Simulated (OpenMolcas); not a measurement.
Os⁵⁺: effect of the level shift or regulariser

```json
{"Program": "OpenMolcas", "Basis": "ANO-RCC-VQZP [9s8p6d4f3g2h]", "Scalar Hamiltonian": "DKH2, point nucleus", "Active space": "3 electrons in 10 orbitals (5d 6d)", "State averaging": "2S+1 = 4 even, 10 roots; 2S+1 = 2 even, 40 roots", "Spin-orbit coupling": "state interaction with AMFI integrals over the reference wave functions, term energies averaged over their components"}
```

Methods on the same reference wave functions:
A. CASSCF
B. MS-CASPT2, IPEA 0.25 Eh, imaginary shift 0.1 Eh (closed shells correlated: 5s 5p)
C. MS-CASPT2, IPEA 0.25 Eh, real shift 0.2 Eh (closed shells correlated: 5s 5p)

Energies in cm⁻¹ above 5d³ ⁴F_3/2, the measured ground level; measured values from the list in Brasseur, Palmeri and Quinet, Atoms 13, 11 (2025).

```
            Level      A      B      C  Measured
       5d³ ⁴F_3/2    0.0    0.0    0.0       0.0
       5d³ ⁴F_5/2   5930   6340   6330      6397
       5d³ ⁴F_7/2  11126  11350  11350     11444
5d³ ⁴F_9/2 [57 %]  14987  14640  14640     14678
5d³ ⁴P_1/2 [66 %]  19181  16890  16940     16772
       5d³ ²G_7/2  24514  22870  22880     22920
5d³ ²H_9/2 [56 %]  25242  24100  24100     24028
       5d³ ⁴P_5/2  26855  25180  25180     24828
5d³ ²P_1/2 [66 %]  32242  28760  28860     28860
      5d³ ²H_11/2  34346  32510  32510     32156
    5d³ ²D_5/2(1)  37689  34900  34920     34418
5d³ ²G_9/2 [57 %]  38695  37050  37060     37019
5d³ ²P_3/2 [55 %]  43613  40030  40130          
       5d³ ²F_5/2  45007  40540  40570     39601
       5d³ ²F_7/2  45461  41180  41210     40447
    5d³ ²D_3/2(2)  67081  61580  61580          
    5d³ ²D_5/2(2)  67628  62270  62290     61005
```

Deviations, from unrounded energies. A percentage is the sum of absolute deviations over the sum of measured energies, with the sign that they share, or ± where signs differ.

| Against measurement | Levels | A | B | C |
| --- | --- | --- | --- | --- |
| mean absolute deviation (cm-1) | 14 | 2600 | 330 | 340 |
| fine structure of the ground term (%) | 3 | ±3.4 | -0.6 | -0.6 |
| other terms of the ground configuration (%) | 11 | +9.6 | ±1.2 | ±1.2 |

B, C lie about equally close to measurement and A furthest from it. The largest miss of B in the table is 5d³ ²D_5/2(2), by +1300 cm-1. The ranking rests on the paired levels alone, and a cruder setting can come out closer through cancelling errors.

Between B and C the level of the table that moves most is 5d³ ²P_1/2 [66 %], by 99 cm-1 (lowest in B, highest in C). Moves below CASPT2's spread within the term are not significant.

The two smallest mean deviations differ by little beside CASPT2's spread within terms, so their order carries little weight.

From A to B the spin-free energies of the other terms of 5d³ shown, above ⁴F, scale by factors of 0.75 to 0.88, as is usual when dynamic correlation screens the repulsion within a d or f shell.

The lowest spin-free term lies below A's lowest term by 0.276 hartree in B, 0.275 hartree in C.

Term energies are means over components that CASPT2 splits; among the terms shown or strongly mixed into the levels shown the widest spread is 500 cm-1 (5d³ ⁴F, B). Active for correlation alone: 6d; no level in the range computed is led by a configuration that fills it, so any true level of that kind is missing. Without dynamic correlation excited terms often stand tens of per cent too high (terms of higher spin than the ground term too low), and those without a measured partner can miss by more than the paired ones (holds for A). Measured partners are found by configuration, term and J. A level has none where our copy of the source lacks it or the pairing is in doubt (some pairs that miss far off the trend of their configuration count as doubtful), and it then counts in no deviation. Only configurations of the active space appear. Levels that lie high or do not pair safely by name in every column are left out.

A share in square brackets marks a mixed level and gives the weight of the term that names it, the lowest over the columns. A number in round brackets counts repeated terms of one configuration in the order of the reference energies.
